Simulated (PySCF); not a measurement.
# How the method changes the shape and vibrations of AlBClH3N cation

These are calculations, not measurements. They come from PySCF 2.14.0, an open-source quantum chemistry program, on an isolated molecule that a program drew, which may never have been made. The molecule is AlBClH3N cation (charge +1, singlet), drawn as the SMILES string `[NH2][AlH][B+]Cl`.

The geometry was optimised and harmonic frequencies were computed with HF and MP2, all in the cc-pV(D+d)Z basis, for the commonest isotopes, with a restricted reference for singlets and an unrestricted one otherwise, and a frozen core in MP2. Each result is a local minimum of its method.

Geometry at the HF minimum:
```xyz
7
AlBClH3N cation, angstrom
N    -0.8200   -1.2464   -0.0097
Al   -0.3872    0.2632   -0.7399
B    -1.1516    1.9496    0.5368
Cl   -1.6996    3.1797    1.4532
H    -0.5821   -2.1405   -0.4059
H    -1.3285   -1.3972    0.8428
H     0.3681    0.7346   -2.0079
```

Lengths of the bonds as drawn, in Å (atoms numbered as above):
```
  bond     HF    MP2
N1-Al2  1.732  1.748
Al2-B3  2.249  2.229
B3-Cl4  1.629  1.630
 N1-H5  1.007  1.022
 N1-H6  1.004  1.019
Al2-H7  1.549  1.553
```

Rotational constants, in GHz:
| constant | HF | MP2 |
|---|---|---|
| A | 16.5 | 16.06 |
| B | 1.445 | 1.462 |
| C | 1.329 | 1.34 |

Harmonic frequencies in cm^-1, each column in rising order, so a row needn't be the same motion in every method:
```
rank,HF,MP2
1,99,91
2,196,183
3,280,268
4,329,326
5,350,345
6,510,486
7,579,529
8,580,545
9,752,705
10,909,872
11,1209,1209
12,1678,?
13,2127,2087
14,3757,3578
15,3838,3676
```

**Estimate the missing MP2 frequency from the HF column.**

A single factor s that minimises the squared misfit of MP2 against s times HF over the other rows is sum(HF x MP2) / sum(HF^2) = 0.9595, with an rms misfit of 22 cm^-1. For rank 12 it gives 0.9595 x 1678 = 1610 cm^-1. The calculation gives 1551 cm^-1, 59 cm^-1 below the estimate. The drawn bonds are on average 0.6 % longer in MP2 than in HF.
